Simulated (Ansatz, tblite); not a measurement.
Forces on B₂O₃ at its PBE-D4/def2-SVP geometry. Charge 0, multiplicity 1.

The xTB rows come from tblite. The structure comes from a short search, and lower isomers may exist.

GFN1-xTB (tblite), largest force 2.64 eV/Å:

```xyz
5
positions Å, forces eV/Å
B    -0.039    0.609   -1.169   -0.057    0.831   -1.657
B     0.039   -0.604    1.171    0.052   -0.875    1.635
O     0.073   -1.179    2.245   -0.073    1.245   -2.326
O     0.003    0.020    0.010   -0.004   -0.019   -0.010
O    -0.077    1.155   -2.258    0.082   -1.182    2.359
```

GFN2-xTB (tblite), largest force 2.33 eV/Å:

```
B -0.020 0.301 -0.601
B 0.019 -0.316 0.593
O -0.065 1.101 -2.056
O -0.007 -0.041 -0.021
O 0.072 -1.045 2.085
```

r2SCAN-D4/def2-TZVP (Ansatz), largest force 0.75 eV/Å:

```
B -0.008 0.106 -0.238
B 0.006 -0.132 0.225
O -0.021 0.357 -0.664
O 0.000 0.005 0.003
O 0.023 -0.336 0.675
```
